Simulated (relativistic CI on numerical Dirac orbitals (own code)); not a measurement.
Calculated at this level of theory: Dirac-Coulomb-Breit CI, separate exchange-only KLI orbitals for each configuration, QED by a radiative potential, unscaled Slater integrals (own radial code, finite nucleus).

The strongest absorption lines from the ground level of an ion, among the configurations computed and to levels below about 635 eV (vacuum wavelength in nm, gf): 1.9727 (1.1), 1.9737 (0.49), 1.9820 (0.51), 3.9527 (13), 3.9539 (6.7), 3.9696 (7.9), 3.9851 (1.4), 4.8829 (0.36).

Q: Which ion is it?
A. Pb XXXVIII
B. Pb XXXVI
C. Pb XL
D. At XLI

A: A. Pb XXXVIII has 45 electrons and the ground level 4s2 4p6 4d9 2D_5/2; the strongest line goes to 4s2 4p6 4d8 4f 2F°_7/2. The pattern of lines fixes the number of electrons, and along that sequence the line energies rise steadily with the charge (about as its square where n changes within one kind of shell, about linearly where n is kept but much faster in heavy ions where fine structure, which grows about as Z⁴, sets the gap, and irregularly where shells cross), which fixes Z. Configurations outside the model, such as inner-shell arrays, can give stronger lines. At this charge energies of transitions that change n are usually good to better than 1 %, and those within a shell (Δn = 0) to a few per cent.

LS names give the leading component of a level, which can be under half, so a name can repeat, a term be missing and a line seem to break the LS rules.
